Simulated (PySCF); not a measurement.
SiHI3, SMILES I[SiH](I)I.

Coordinates come from a PBE-D3(BJ)/def2-SVP optimisation. The def2 effective core potentials stand for the cores of I; spin–orbit coupling is left out.

Two levels are set side by side: PBE/def2-TZVP (PySCF) and r2SCAN/def2-TZVP (PySCF). Same geometry, gas phase. Differences are taken from unrounded values.

```tsv
quantity	PBE
orbital gap (eV)	3.54
highest occupied level (eV)	-6.55
lowest empty level (eV)	-3.02
dipole moment (D)	0.31
mean polarisability (bohr³)	127.8
```

Problem. These are the PBE values. What does r2SCAN give? (Estimate from the structure and the level; the computed values follow.)

Solution. 
```json
[
 {"quantity": "orbital gap (eV)", "r2SCAN": "4.02", "PBE minus r2SCAN": "-0.48"},
 {"quantity": "highest occupied level (eV)", "r2SCAN": "-6.86", "PBE minus r2SCAN": "0.31"},
 {"quantity": "lowest empty level (eV)", "r2SCAN": "-2.84", "PBE minus r2SCAN": "-0.17"},
 {"quantity": "dipole moment (D)", "r2SCAN": "0.37", "PBE minus r2SCAN": "-0.06"},
 {"quantity": "mean polarisability (bohr³)", "r2SCAN": "123.8", "PBE minus r2SCAN": "4.0"}
]
```

Rough cost on one machine, each run with all the roots and properties that it gave: r2SCAN against PBE about 3 times.
